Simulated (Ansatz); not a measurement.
Ansatz (a program for electronic structure) input (CCSD(T)/aug-cc-pV(D+d)Z):
A basis named .json is the Basis Set Exchange file of that set.

Ansatz 0.2 input:
```yaml
crystal:
  periodic: [false, false, false]
  atoms:
    - {symbol: F, position_ang: [-1.21299123, -0.50470806, 0.01613613]}
    - {symbol: S, position_ang: [-0.00574452, 0.55322190, 0.00745691]}
    - {symbol: F, position_ang: [1.22320370, -0.47879753, -0.02939285]}
basis:
  gaussian:
    orbitals: aug-cc-pV_D+d_Z.json
magnetization: {spin_polarized: false}
correlation: {method: ccsd_t, electrons: outside_noble_gas}
output: {forces: true}
```

End of the output:

```
mean field: 0.19 GiB planned
mean field evaluation 1: about -16226.2182 eV, gradient 3.0e1 eV
mean field evaluation 2: about -16226.3831 eV, gradient 3.1e1 eV
mean field evaluation 4: about -16228.1322 eV, gradient 2.9e0 eV
mean field evaluation 8: about -16228.1648 eV, gradient 1.4e-1 eV
mean field evaluation 16: about -16227.3887 eV, gradient 1.8e1 eV
mean field -16228.16498872 eV, -596.3740634902 hartree, gradient 5.7e-6 eV, S^2 0.000000; 0 other end points of the search recorded, 0 dependent functions left out
7 core orbitals not correlated
reference -16228.16498872 eV, -596.3740634902 hartree; 10, 10 occupied and 61, 61 virtual orbitals, 729 factors
densities: 0.26 GiB planned
second order -15.04971304 eV of doubles, -0.00000000 eV of singles
coupled cluster: 0.20 GiB planned
cycle   1  -14.94548940 eV  change    1.0e-1 eV  update   1.1e-1
cycle   2  -15.36065288 eV  change   -4.2e-1 eV  update   3.5e-2
cycle   3  -15.47583024 eV  change   -1.2e-1 eV  update   1.8e-2
cycle   4  -15.46738720 eV  change    8.4e-3 eV  update   3.8e-3
cycle   5  -15.46490526 eV  change    2.5e-3 eV  update   2.0e-3
cycle   6  -15.46638011 eV  change   -1.5e-3 eV  update   6.7e-4
cycle   7  -15.46627799 eV  change    1.0e-4 eV  update   2.9e-4
cycle   8  -15.46614083 eV  change    1.4e-4 eV  update   7.5e-5
cycle   9  -15.46618053 eV  change   -4.0e-5 eV  update   2.9e-5
cycle  10  -15.46618137 eV  change   -8.3e-7 eV  update   9.7e-6
cycle  11  -15.46617909 eV  change    2.3e-6 eV  update   3.5e-6
perturbative correction -0.46811525 eV, -0.0172029180 hartree
the calculation of the forces begins
Total energy: -16244.09928306 eV, -596.9596380065 hartree
Atom 0 at    -1.212991    -0.504708     0.016136 Å, force    -0.804946    -0.780192     0.004793 eV/Å
Atom 1 at    -0.005745     0.553222     0.007457 Å, force    -0.016023     1.543092     0.020799 eV/Å
Atom 2 at     1.223204    -0.478798    -0.029393 Å, force     0.820969    -0.762899    -0.025593 eV/Å
Dipole moment:    -0.002495     0.240254     0.003238 e Å
```
